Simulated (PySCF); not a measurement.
CH$_{3}$Si (SMILES C=[SiH]), doublet, at a GFN2-xTB geometry; DF-PBE0/STO-3G run with PySCF.

The PySCF input:
```python
from pyscf import gto, scf, dft

mol = gto.Mole()
mol.atom = '''
    C    -1.045433    0.377580    0.259299
    Si    0.551399   -0.278506   -0.142543
    H    -1.916246   -0.262417    0.256324
    H    -1.276894    1.393288   -0.038928
    H     1.746154    0.502727    0.222410
'''
mol.basis = 'sto-3g'
mol.charge = 0
mol.spin = 1
mol.verbose = 5
mol.build()

mf = dft.UKS(mol)
mf.xc = 'pbe0'
mf = mf.density_fit(auxbasis='def2-universal-jkfit')
mf.kernel()
```

### Question
Predict the main parts of the log of this PySCF run.

### Answer

```
PySCF version 2.14.0

[INPUT] verbose = 5
[INPUT] max_memory = 4000
[INPUT] num. atoms = 5
[INPUT] num. electrons = 23
[INPUT] charge = 0
[INPUT] spin (= nelec alpha-beta = 2S) = 1
[INPUT] symmetry False subgroup None
[INPUT] Mole.unit = angstrom
[INPUT] Symbol           X                Y                Z      unit          X                Y                Z       unit  Magmom
[...]
[INPUT] ---------------- BASIS SET ----------------
[INPUT] l, kappa, [nprim/nctr], expnt,             c_1 c_2 ...
[INPUT] C
[...]
                                13.045096         0.53532814
                                3.5305122         0.44463454
[...]
                                0.6834831         0.39951283
                                0.2222899         0.70011547
[...]
                                0.6834831         0.60768372
                                0.2222899         0.39195739
[INPUT] Si
[...]
                                74.28083305       0.5353281423
                                20.10329229       0.4446345422
[...]
                                5.389706871       0.3995128261
                                1.752899952       0.7001154689
[...]
                                0.4125648801      0.2255954336
                                0.1614750979      0.900398426
[...]
                                5.389706871       0.6076837186
                                1.752899952       0.3919573931
[...]
                                0.4125648801      0.5951670053
                                0.1614750979      0.462001012
[INPUT] H
[...]
                                0.62391373        0.53532814
                                0.1688554         0.44463454

nuclear repulsion = 43.664614564421
number of shells = 11
number of NR pGTOs = 51
number of NR cGTOs = 17
basis = sto-3g
ecp = {}

******** <class 'pyscf.df.df_jk.DFUKS'> ********
method = DFUKS
initial guess = minao
damping factor = 0
level_shift factor = 0
DIIS = <class 'pyscf.scf.diis.CDIIS'>
diis_start_cycle = 1
diis_space = 8
diis_damp = 0
SCF conv_tol = 1e-09
SCF conv_tol_grad = None
SCF max_cycles = 50
direct_scf = False
number electrons alpha = 12  beta = 11
XC library pyscf.dft.libxc version 7.1.2
    S. Lehtola, C. Steigemann, M. J. T. Oliveira, and M. A. L. Marques,  SoftwareX 7, 1–5 (2018)
XC functionals = pbe0
    C. Adamo and V. Barone,  J. Chem. Phys. 110, 6158 (1999)
    M. Ernzerhof and G. E. Scuseria,  J. Chem. Phys. 110, 5029 (1999)
radial grids:
    Treutler-Ahlrichs [JCP 102, 346 (1995); DOI:10.1063/1.469408] (M4) radial grids

becke partition: Becke, JCP 88, 2547 (1988); DOI:10.1063/1.454033
pruning grids: <function nwchem_prune>
grids dens level: 3
symmetrized grids: False
atomic radii adjust function: <function treutler_atomic_radii_adjust>
small_rho_cutoff = 0
Set gradient conv threshold to 3.16228e-05
atom C rad-grids = 75, ang-grids = [ 50  50  50  50  50  50  50  50  50  50  50  50  50  50  50  50  50  50
  50  50  50  50  86  86  86  86  86  86  86  86  86  86 266 266 266 266
 266 266 302 302 302 302 302 302 302 302 302 302 302 302 302 302 302 302
 302 302 302 302 266 266 266 266 266 266 266 266 266 266 266 266 266 266
 266 266 266]
atom Si rad-grids = 80, ang-grids = [ 50  50  50  50  50  50  50  50  50  50  50  50  50  50  50  50  50  50
  50  50  50  50  50  86  86  86  86  86  86  86  86  86  86  86  86  86
 350 350 350 350 350 350 350 350 434 434 434 434 434 434 434 434 434 434
 434 434 434 434 434 434 434 434 350 350 350 350 350 350 350 350 350 350
 350 350 350 350 350 350 350 350]
atom H rad-grids = 50, ang-grids = [ 50  50  50  50  50  50  50  50  50  50  50  50  50  50  50  86  86  86
  86 266 266 266 266 266 302 302 302 302 302 302 302 302 302 302 302 302
 302 266 266 266 266 266 266 266 266 266 266 266 266 266]
tot_boxes 1800, boxes in each direction [13 10  8]
Padding 6 grids
tot grids = 62728
nelec by numeric integration = [11.36387307 11.36387307]
******** <class 'pyscf.df.df.DF'> ********
auxbasis = def2-universal-jkfit
num shells = 81, num cGTOs = 257
size of aux basis 257
int3c2e [1/1], AO [0:11], nrow = 153
E1 = -536.5525041657672  E2 = 167.8382429246828  Ecoul = 195.07124428946267  Exc = -27.233001364779877
init E= -325.049646676663
cond(S) = 8.326326897392496

  alpha mo_energy =
[-6.54223147e+01 -1.01085103e+01 -5.11451153e+00 -3.38967649e+00
 -3.38602251e+00 -3.38410327e+00 -7.92265826e-01 -5.12909463e-01
 -4.39086516e-01 -3.49109392e-01 -2.12467938e-01 -1.27064781e-01
  1.01013185e-03  2.37133012e-01  3.35828434e-01  4.16374082e-01
  4.34839169e-01]
  beta  mo_energy =
[-6.54223147e+01 -1.01085103e+01 -5.11451153e+00 -3.38967649e+00
 -3.38602251e+00 -3.38410327e+00 -7.92265826e-01 -5.12909463e-01
 -4.39086516e-01 -3.49109392e-01 -2.12467938e-01 -1.27064781e-01
  1.01013185e-03  2.37133012e-01  3.35828434e-01  4.16374082e-01
  4.34839169e-01]
multiplicity <S^2> = 0.75  2S+1 = 2
nelec by numeric integration = [12.0000014  11.00000102]
E1 = -538.4690171763407  E2 = 169.63233617507524  Ecoul = 197.06058818100345  Exc = -27.428252005928215
cycle= 1 E= -325.172066436844  delta_E= -0.122  |g|= 0.297  |ddm|= 1.98
  alpha mo_energy =
[-65.54776988  -9.62665533  -5.19124789  -3.47186323  -3.4654735
  -3.46324853  -0.53911459  -0.44579705  -0.27616424  -0.23503713
  -0.15617266  -0.06846616   0.14979291   0.308757     0.47268501
   0.66503243   0.6891356 ]
  beta  mo_energy =
[-6.55437970e+01 -9.62277717e+00 -5.18487713e+00 -3.46510630e+00
 -3.46009158e+00 -3.45443284e+00 -5.17446503e-01 -4.24515362e-01
 -2.46844027e-01 -2.22420408e-01 -9.25074397e-02  6.28666078e-03
  1.87107839e-01  3.35006204e-01  5.03690282e-01  6.75687417e-01
  6.96419022e-01]
multiplicity <S^2> = 0.7514955  2S+1 = 2.0014949
nelec by numeric integration = [12.00000176 11.00000091]
E1 = -538.8686326405119  E2 = 170.3063691062451  Ecoul = 197.60860655764304  Exc = -27.302237451397936
cycle= 2 E= -324.897648969846  delta_E= 0.274  |g|= 0.632  |ddm|= 1.48
  alpha mo_energy =
[...]
cycle= 8 E= -325.24646959104  delta_E= -0.000362  |g|= 0.00257  |ddm|= 0.211
  alpha mo_energy =
[-65.39668863  -9.9505499   -5.06938084  -3.35035495  -3.34378855
  -3.33864926  -0.63349222  -0.4361169   -0.36448867  -0.2866535
  -0.15279322  -0.11529438   0.09168782   0.33110255   0.43419115
   0.53182096   0.55673592]
  beta  mo_energy =
[-6.53942102e+01 -9.94181440e+00 -5.06543777e+00 -3.34371533e+00
 -3.34181630e+00 -3.33372211e+00 -6.06582282e-01 -4.18805672e-01
 -3.53953751e-01 -2.70701810e-01 -1.16538461e-01  3.40795252e-02
  1.25576045e-01  3.48068880e-01  4.62359708e-01  5.47694878e-01
  5.69069317e-01]
multiplicity <S^2> = 0.83264749  2S+1 = 2.081007
nelec by numeric integration = [12.00000148 11.00000098]
E1 = -538.5107268705156  E2 = 169.5996067557663  Ecoul = 196.9685584892057  Exc = -27.36895173343939
cycle= 9 E= -325.246505550328  delta_E= -3.6e-05  |g|= 0.000631  |ddm|= 0.0571
  alpha mo_energy =
[-65.39648492  -9.95107597  -5.06914236  -3.35014094  -3.34356219
  -3.33826682  -0.63413856  -0.43592942  -0.36487116  -0.28674963
  -0.1537043   -0.1151418    0.09205841   0.33114567   0.43423802
   0.53137353   0.5563443 ]
  beta  mo_energy =
[-6.53941052e+01 -9.94202788e+00 -5.06535528e+00 -3.34373499e+00
 -3.34169431e+00 -3.33357368e+00 -6.06537196e-01 -4.19028793e-01
 -3.54171916e-01 -2.70769517e-01 -1.16701601e-01  3.44676090e-02
  1.26016507e-01  3.47923121e-01  4.62356325e-01  5.47553043e-01
  5.68938288e-01]
multiplicity <S^2> = 0.83905734  2S+1 = 2.0871582
nelec by numeric integration = [12.00000147 11.00000098]
E1 = -538.5098599580575  E2 = 169.59873698559923  Ecoul = 196.9686248794828  Exc = -27.36988789388358
cycle= 10 E= -325.246508408037  delta_E= -2.86e-06  |g|= 0.000213  |ddm|= 0.0175
  alpha mo_energy =
[-65.39643044  -9.95102631  -5.06911304  -3.35010366  -3.34352926
  -3.3382786   -0.63400938  -0.43595943  -0.3648245   -0.28672324
  -0.15343179  -0.11512625   0.09191915   0.33114885   0.43424898
   0.5314389    0.55639447]
  beta  mo_energy =
[-6.53940225e+01 -9.94206634e+00 -5.06528156e+00 -3.34362364e+00
 -3.34163546e+00 -3.33352028e+00 -6.06615373e-01 -4.18939422e-01
 -3.54180367e-01 -2.70750071e-01 -1.16644702e-01  3.43746266e-02
  1.25918474e-01  3.47995816e-01  4.62355286e-01  5.47514191e-01
  5.68915407e-01]
multiplicity <S^2> = 0.83716847  2S+1 = 2.0853474
nelec by numeric integration = [12.00000147 11.00000098]
E1 = -538.5099877674567  E2 = 169.59886445428398  Ecoul = 196.9685280258733  Exc = -27.369663571589314
cycle= 11 E= -325.246508748752  delta_E= -3.41e-07  |g|= 2.61e-05  |ddm|= 0.00481
  alpha mo_energy =
[-65.39642186  -9.95106028  -5.06910227  -3.35009393  -3.34351917
  -3.33825925  -0.63405046  -0.43595159  -0.36484683  -0.2867305
  -0.15349421  -0.11511441   0.0919385    0.33114628   0.43424992
   0.53141286   0.55637177]
  beta  mo_energy =
[-6.53940197e+01 -9.94208218e+00 -5.06527986e+00 -3.34362902e+00
 -3.34163056e+00 -3.33351355e+00 -6.06612101e-01 -4.18956995e-01
 -3.54191490e-01 -2.70760427e-01 -1.16658881e-01  3.43981058e-02
  1.25947405e-01  3.47980742e-01  4.62351724e-01  5.47507451e-01
  5.68907483e-01]
multiplicity <S^2> = 0.8375754  2S+1 = 2.0857377
nelec by numeric integration = [12.00000147 11.00000098]
E1 = -538.5099577351762  E2 = 169.59883441529888  Ecoul = 196.96855521306125  Exc = -27.36972079776236
cycle= 12 E= -325.246508755456  delta_E= -6.7e-09  |g|= 1.83e-05  |ddm|= 0.00118
  alpha mo_energy =
[-65.3964196   -9.95105635  -5.06910151  -3.35009246  -3.34351821
  -3.33826169  -0.63404038  -0.43595455  -0.36484302  -0.28672783
  -0.15347371  -0.11511274   0.09192689   0.33114637   0.43425078
   0.53141789   0.55637582]
  beta  mo_energy =
[-6.53940150e+01 -9.94208555e+00 -5.06527534e+00 -3.34362176e+00
 -3.34162703e+00 -3.33351025e+00 -6.06618091e-01 -4.18950893e-01
 -3.54191795e-01 -2.70760276e-01 -1.16653635e-01  3.43898966e-02
  1.25940024e-01  3.47985180e-01  4.62351633e-01  5.47504634e-01
  5.68905483e-01]
multiplicity <S^2> = 0.8374253  2S+1 = 2.0855937
nelec by numeric integration = [12.00000147 11.00000098]
E1 = -538.5099699370362  E2 = 169.59884661358996  Ecoul = 196.96854975257384  Exc = -27.369703138983887
cycle= 13 E= -325.246508759025  delta_E= -3.57e-09  |g|= 2.8e-06  |ddm|= 0.000373
  alpha mo_energy =
[-65.39642006  -9.95105506  -5.06910215  -3.35009297  -3.34351879
  -3.33826293  -0.63403835  -0.43595529  -0.36484215  -0.28672731
  -0.15346958  -0.11511246   0.09192422   0.33114626   0.4342506
   0.53141902   0.55637692]
  beta  mo_energy =
[-6.53940150e+01 -9.94208573e+00 -5.06527521e+00 -3.34362110e+00
 -3.34162705e+00 -3.33351034e+00 -6.06619182e-01 -4.18949892e-01
 -3.54191734e-01 -2.70760482e-01 -1.16652562e-01  3.43879703e-02
  1.25938378e-01  3.47985662e-01  4.62351328e-01  5.47504393e-01
  5.68905326e-01]
multiplicity <S^2> = 0.83739375  2S+1 = 2.0855635
nelec by numeric integration = [12.00000147 11.00000098]
E1 = -538.5099733163919  E2 = 169.5988499928593  Ecoul = 196.96854944092684  Exc = -27.369699448067532
cycle= 14 E= -325.246508759112  delta_E= -8.63e-11  |g|= 3.9e-07  |ddm|= 7.55e-05
  alpha mo_energy =
[-65.39642035  -9.9510551   -5.06910237  -3.3500932   -3.34351901
  -3.33826313  -0.63403842  -0.43595535  -0.36484211  -0.28672737
  -0.15346982  -0.11511253   0.09192424   0.33114619   0.43425055
   0.53141903   0.55637691]
  beta  mo_energy =
[-6.53940153e+01 -9.94208572e+00 -5.06527545e+00 -3.34362137e+00
 -3.34162728e+00 -3.33351057e+00 -6.06619124e-01 -4.18950015e-01
 -3.54191669e-01 -2.70760551e-01 -1.16652739e-01  3.43879753e-02
  1.25938417e-01  3.47985522e-01  4.62351304e-01  5.47504449e-01
  5.68905352e-01]
multiplicity <S^2> = 0.83739424  2S+1 = 2.0855639
nelec by numeric integration = [12.00000147 11.00000098]
E1 = -538.5099738894032  E2 = 169.59885056586953  Ecoul = 196.9685500901812  Exc = -27.369699524311667
Extra cycle  E= -325.246508759113  delta_E= -1.14e-12  |g|= 3.6e-07  |ddm|= 2.64e-06
converged SCF energy = -325.246508759113  <S^2> = 0.83739424  2S+1 = 2.0855639
```
